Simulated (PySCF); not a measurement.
# Run times: scandium in cc-pVTZ

Measured wall times of calculations with PySCF 2.14 in cc-pVTZ, with the non-relativistic Hamiltonian (point nucleus), run from one Python driver. Hardware: 1 thread of Neoverse-V2 on a shared host, 1.3 GiB allowed. The two-electron integrals over 68 functions were computed once and kept in memory (0.8 CPU seconds with the set-up); the times below exclude them. Kohn-Sham runs start from converged Hartree-Fock orbitals.

Launch command (the driver calls PySCF for each step listed in the task file):

```bash
OMP_NUM_THREADS=1 python atomrun2.py TASK.json OUT
```

| species | step | iterations | wall time (s) |
| --- | --- | --- | --- |
| Sc [Ar] 3d1 4s2 | UHF | 10 | 0.52 |
| Sc [Ar] 3d1 4s2 | B3LYP | 11 | 2.2 |
| Sc [Ar] 3d1 4s2 | MP2 (3 electrons) |  | 0.09 |
| Sc⁺ [Ar] 3d1 4s1 | UHF | 9 | 0.46 |
| Sc⁺ [Ar] 3d1 4s1 | B3LYP | 10 | 2 |
| Sc⁺ [Ar] 3d1 4s1 | M06-L | 10 | 4.1 |
| Sc⁺ [Ar] 3d1 4s1 | MP2 (2 electrons) |  | 0.03 |

Peak memory of the process: 0.27 GiB. Times on a shared host vary from run to run.
